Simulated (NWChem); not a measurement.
Program: NWChem. System: BeCl (+1), charge 1, spin multiplicity 1, at a geometry optimised with B3LYP/def2-SVP. The structure started from a generated list of species. Level: TD-PBE/aug-cc-pVDZ.

Job file:

```
start mol
memory heap 200 mb stack 900 mb global 1100 mb
charge 1
geometry units angstroms nocenter noautoz
  Be     0.000000     0.000000    -1.421884
  Cl     0.000000     0.000000     0.334561
  symmetry group C2v
end
basis spherical
  * library aug-cc-pvdz
end
dft
  xc xpbe96 cpbe96
  semidirect memsize 60000000 filesize 0
  iterations 100
end
tddft
  rpa
  nroots 5
  notriplet
  thresh 1e-4
end
task tddft energy
```

Part of the output:

```
             Northwest Computational Chemistry Package (NWChem) 7.3.0
             --------------------------------------------------------

                                NWChem Input Module
                                -------------------

 Scaling coordinates for geometry "geometry" by  1.889725989
 (inverse scale =  0.529177249)

 Turning off AUTOSYM since
 SYMMETRY directive was detected!

                             Geometry "geometry" -> ""
                             -------------------------

 Output coordinates in angstroms (scale by  1.889725989 to convert to a.u.)

  No.       Tag          Charge          X              Y              Z
 ---- ---------------- ---------- -------------- -------------- --------------
    1 Be                   4.0000     0.00000000     0.00000000    -1.42188400
    2 Cl                  17.0000     0.00000000     0.00000000     0.33456100

 Effective nuclear repulsion energy (a.u.)      20.4868657612

            Nuclear Dipole moment (a.u.)
            ----------------------------
        X                 Y               Z
 ---------------- ---------------- ----------------
     0.0000000000     0.0000000000     0.0000018897

      Symmetry information
      --------------------

 Group name             C2v
 Group number             16
 Group order               4
 No. of unique centers     2

      Symmetry unique atoms

     1    2


 Summary of "ao basis" -> "" (spherical)
 ------------------------------------------------------------------------------
       Tag                 Description            Shells   Functions and Types
 ---------------- ------------------------------  ------  ---------------------
 *                        aug-cc-pvdz                 on all atoms

  pbe96 is a nonlocal functional; adding pw91lda local functional.

                                 NWChem DFT Module
                                 -----------------

 Summary of "ao basis" -> "ao basis" (spherical)
 ------------------------------------------------------------------------------
       Tag                 Description            Shells   Functions and Types
 ---------------- ------------------------------  ------  ---------------------
 Be                       aug-cc-pvdz                9       23   4s3p2d
 Cl                       aug-cc-pvdz               11       27   5s4p2d

 Summary of "ao basis" -> "ao basis" (spherical)
 ------------------------------------------------------------------------------
       Tag                 Description            Shells   Functions and Types
 ---------------- ------------------------------  ------  ---------------------
 Be                       aug-cc-pvdz                9       23   4s3p2d
 Cl                       aug-cc-pvdz               11       27   5s4p2d

      Symmetry analysis of basis
      --------------------------

        a1         24
        a2          4
        b1         11
        b2         11

            General Information
            -------------------
          SCF calculation type: DFT
          Wavefunction type:  closed shell.
          No. of atoms     :     2
          No. of electrons :    20
           Alpha electrons :    10
            Beta electrons :    10
          Charge           :     1
          Spin multiplicity:     1
          Use of symmetry is: off; symmetry adaption is: on
          Maximum number of iterations: 100
          AO basis - number of functions:    50
                     number of shells:    20
          Convergence on energy requested:  1.00D-06
          Convergence on density requested:  1.00D-05
          Convergence on gradient requested:  5.00D-04

              XC Information
              --------------
          PerdewBurkeErnzerhof Exchange Functional  1.000
            Perdew 1991 LDA Correlation Functional  1.000 local
           PerdewBurkeErnz. Correlation Functional  1.000 non-local

             Grid Information
             ----------------
          Grid used for XC integration:  medium
          Radial quadrature: Mura-Knowles
          Angular quadrature: Lebedev.
          Tag              B.-S. Rad. Rad. Pts. Rad. Cut. Ang. Pts.
          ---              ---------- --------- --------- ---------
          Be                  1.05       49          17.0       434
          Cl                  1.00       88          13.0       590
          Grid pruning is: on
          Number of quadrature shells:   137
          Spatial weights used:  Erf1

          Convergence Information
          -----------------------
          Convergence aids based upon iterative change in
          total energy or number of iterations.
          Levelshifting, if invoked, occurs when the
          HOMO/LUMO gap drops below (HL_TOL):  1.00D-02
          DIIS, if invoked, will attempt to extrapolate
          using up to (NFOCK): 10 stored Fock matrices.

                    Damping( 0%)  Levelshifting(0.5)       DIIS
                  --------------- ------------------- ---------------
          dE  on:    start            ASAP                start
          dE off:    2 iters        100 iters           100 iters

      Screening Tolerance Information
      -------------------------------
          Density screening/tol_rho:  1.00D-10
          AO Gaussian exp screening on grid/accAOfunc:  14
          CD Gaussian exp screening on grid/accCDfunc:  20
          XC Gaussian exp screening on grid/accXCfunc:  20
          Schwarz screening/accCoul:  1.00D-08

      Superposition of Atomic Density Guess
      -------------------------------------

 Sum of atomic energies:        -474.04848540
[...]
     5      0.792089  1 Be px                 8      0.342462  1 Be px
    35     -0.266669  2 Cl px                32     -0.264154  2 Cl px
    38     -0.083684  2 Cl px                44      0.066599  2 Cl d  1

 center of mass
 --------------
 x =   0.00000000 y =   0.00000000 z =  -0.04791066

 moments of inertia (a.u.)
 ------------------
          78.942812208436           0.000000000000           0.000000000000
           0.000000000000          78.942812208436           0.000000000000
           0.000000000000           0.000000000000           0.000000000000

     Multipole analysis of the density
     ---------------------------------

     L   x y z        total         alpha         beta         nuclear
     -   - - -        -----         -----         ----         -------
     0   0 0 0      1.000000    -10.000000    -10.000000     21.000000

     1   1 0 0      0.000000      0.000000      0.000000      0.000000
     1   0 1 0      0.000000      0.000000      0.000000      0.000000
     1   0 0 1     -3.185312     -1.592657     -1.592657      0.000002

     2   2 0 0    -10.919626     -5.459813     -5.459813      0.000000
     2   1 1 0     -0.000000     -0.000000     -0.000000      0.000000
     2   1 0 1      0.000000      0.000000      0.000000      0.000000
     2   0 2 0    -10.919626     -5.459813     -5.459813      0.000000
     2   0 1 1      0.000000      0.000000      0.000000      0.000000
     2   0 0 2      2.093318    -16.790530    -16.790530     35.674377

                                NWChem TDDFT Module
                                -------------------

            General Information
            -------------------
           No. of orbitals :     100
            Alpha orbitals :      50
             Beta orbitals :      50
        Alpha frozen cores :       0
         Beta frozen cores :       0
     Alpha frozen virtuals :       0
      Beta frozen virtuals :       0
         Spin multiplicity :       1
    Number of AO functions :      50
        Use of symmetry is : off
      Symmetry adaption is : on
         Schwarz screening :  0.10D-07

              XC Information
              --------------
   PerdewBurkeErnzerhof Exchange Functional   1.00
     Perdew 1991 LDA Correlation Functional   1.00 local
    PerdewBurkeErnz. Correlation Functional   1.00 non-local

             TDDFT Information
             -----------------
          Calculation type : TDDFT
         Wavefunction type : Restricted singlets
          No. of electrons :      20
           Alpha electrons :      10
            Beta electrons :      10
              No. of roots :       5
          Max subspacesize :    5000
            Max iterations :     100
               Target root :       1
           Target symmetry : none
      Symmetry restriction : off
                 Algorithm : Optimal
        Davidson threshold :  0.10D-03

            Memory Information
            ------------------
          Available GA space size is         144176700 doubles
          Available MA space size is          50655476 doubles
          Length of a trial vector is          400
          Algorithm : Incore multiple tensor contraction
          Estimated peak GA usage is           8114000 doubles
          Estimated peak MA usage is             18000 doubles

    5 smallest eigenvalue differences (eV)
--------------------------------------------------------
  No. Spin  Occ  Vir  Irrep   E(Occ)    E(Vir)   E(Diff)
--------------------------------------------------------
    1    1   10   11 b1       -0.540    -0.424     3.167
    2    1    9   11 b2       -0.540    -0.424     3.167
    3    1    8   11 a1       -0.612    -0.424     5.133
    4    1   10   12 a2       -0.540    -0.306     6.368
    5    1   10   13 a1       -0.540    -0.306     6.368
--------------------------------------------------------

  Entering Davidson iterations
  Restricted singlet excited states

  Iter   NTrls   NConv    DeltaV     DeltaE      Time
  ----  ------  ------  ---------  ---------  ---------
    1      5       0     0.30E+00   0.10+100        2.0
    2     10       0     0.30E-01   0.69E-01        2.2
    3     20       1     0.78E-02   0.39E-03        2.5
    4     28       0     0.47E-01   0.56E-04        2.2
    5     38       2     0.85E-02   0.11E-02        2.4
    6     44       4     0.14E-02   0.29E-04        2.2
    7     46       4     0.37E-03   0.66E-06        2.3
    8     48       4     0.10E-03   0.43E-07        2.0
    9     49       5     0.71E-04   0.27E-08        2.3
  ----  ------  ------  ---------  ---------  ---------
  Convergence criterion met

  Ground state a1       -474.414490363175 a.u.

  ----------------------------------------------------------------------------
  Root   1 singlet b1             0.115659360 a.u.                3.1473 eV
  ----------------------------------------------------------------------------
     Transition Moments    X  0.39013   Y -0.00015   Z -0.00000
     Transition Moments   XX -0.00000  XY  0.00000  XZ -1.02076
     Transition Moments   YY -0.00000  YZ  0.00038  ZZ -0.00000
     Dipole Oscillator Strength                    0.0117355372
     Electric Quadrupole                           0.0000000086
     Magnetic Dipole                               0.0000000129
     Total Oscillator Strength                     0.0117355587

          sigma_e =   1.3165 Angstrom
          sigma_h =   1.1527 Angstrom
         |d_h->e| =   2.0583 Angstrom
            d_exc =   2.7022 Angstrom
            d_CD1 =   2.2220 Angstrom
            d_CD2 =   0.8236 Angstrom
            d_CD3 =   4.7605 Angstrom
     Pearson C.C. =  -0.0012

     Occ.   10  b1  ---  Virt.   11  a1   0.99981 X
  ----------------------------------------------------------------------------
  Root   2 singlet b2             0.115659360 a.u.                3.1473 eV
  ----------------------------------------------------------------------------
     Transition Moments    X  0.00015   Y  0.39013   Z  0.00000
     Transition Moments   XX -0.00000  XY -0.00000  XZ -0.00038
     Transition Moments   YY -0.00000  YZ -1.02076  ZZ -0.00000
     Dipole Oscillator Strength                    0.0117355372
     Electric Quadrupole                           0.0000000086
     Magnetic Dipole                               0.0000000129
     Total Oscillator Strength                     0.0117355587

          sigma_e =   1.3165 Angstrom
          sigma_h =   1.1527 Angstrom
         |d_h->e| =   2.0583 Angstrom
            d_exc =   2.7022 Angstrom
            d_CD1 =   2.2220 Angstrom
            d_CD2 =   0.8236 Angstrom
            d_CD3 =   4.7605 Angstrom
     Pearson C.C. =  -0.0012

     Occ.    9  b2  ---  Virt.   11  a1   0.99981 X
  ----------------------------------------------------------------------------
  Root   3 singlet a1             0.196553326 a.u.                5.3485 eV
  ----------------------------------------------------------------------------
     Transition Moments    X -0.00000   Y -0.00000   Z  0.50506
     Transition Moments   XX -0.14762  XY -0.00000  XZ -0.00000
     Transition Moments   YY -0.14763  YZ  0.00000  ZZ -1.29527
     Dipole Oscillator Strength                    0.0334249619
     Electric Quadrupole                           0.0000000178
     Magnetic Dipole                               0.0000000000
     Total Oscillator Strength                     0.0334249796

          sigma_e =   1.3514 Angstrom
          sigma_h =   1.1467 Angstrom
         |d_h->e| =   2.1117 Angstrom
            d_exc =   2.7545 Angstrom
            d_CD1 =   2.3165 Angstrom
            d_CD2 =   0.8627 Angstrom
            d_CD3 =   4.8663 Angstrom
     Pearson C.C. =   0.0043

     Occ.    8  a1  ---  Virt.   11  a1   0.97523 X
     Occ.    9  b2  ---  Virt.   12  b2  -0.15486 X
     Occ.   10  b1  ---  Virt.   13  b1  -0.15486 X
  ----------------------------------------------------------------------------
  Root   4 singlet a2             0.232894391 a.u.                6.3374 eV
  ----------------------------------------------------------------------------
     Transition Moments    X  0.00000   Y -0.00000   Z -0.00000
     Transition Moments   XX -0.00000  XY -0.39200  XZ -0.00000
     Transition Moments   YY  0.00000  YZ  0.00000  ZZ  0.00000
     Dipole Oscillator Strength                    0.0000000000
     Electric Quadrupole                           0.0000000103
     Magnetic Dipole                               0.0000000000
     Total Oscillator Strength                     0.0000000103

          sigma_e =   1.5726 Angstrom
          sigma_h =   1.1527 Angstrom
         |d_h->e| =   1.3953 Angstrom
            d_exc =   2.3974 Angstrom
            d_CD1 =   1.8152 Angstrom
            d_CD2 =   0.0327 Angstrom
            d_CD3 =   3.7927 Angstrom
     Pearson C.C. =   0.0002

     Occ.    9  b2  ---  Virt.   13  b1   0.70692 X
     Occ.   10  b1  ---  Virt.   12  b2   0.70692 X
  ----------------------------------------------------------------------------
  Root   5 singlet a1             0.232894502 a.u.                6.3374 eV
  ----------------------------------------------------------------------------
     Transition Moments    X -0.00000   Y -0.00000   Z  0.00000
     Transition Moments   XX -0.39200  XY  0.00000  XZ -0.00000
     Transition Moments   YY  0.39200  YZ  0.00000  ZZ  0.00001
     Dipole Oscillator Strength                    0.0000000000
     Electric Quadrupole                           0.0000000103
     Magnetic Dipole                               0.0000000000
     Total Oscillator Strength                     0.0000000103

          sigma_e =   1.5726 Angstrom
          sigma_h =   1.1527 Angstrom
         |d_h->e| =   1.3953 Angstrom
            d_exc =   2.3974 Angstrom
            d_CD1 =   1.8152 Angstrom
            d_CD2 =   0.0327 Angstrom
            d_CD3 =   3.7927 Angstrom
     Pearson C.C. =   0.0002

     Occ.    9  b2  ---  Virt.   12  b2  -0.70692 X
     Occ.   10  b1  ---  Virt.   13  b1   0.70692 X

              Target root =      1
          Target symmetry = none
      Ground state energy =   -474.414490363175
        Excitation energy =      0.115659359571
     Excited state energy =   -474.298831003605

  stored tddft:energy   -474.29883100360473

 Task  times  cpu:       22.1s     wall:       22.1s

 Total times  cpu:       22.2s     wall:       22.2s
```
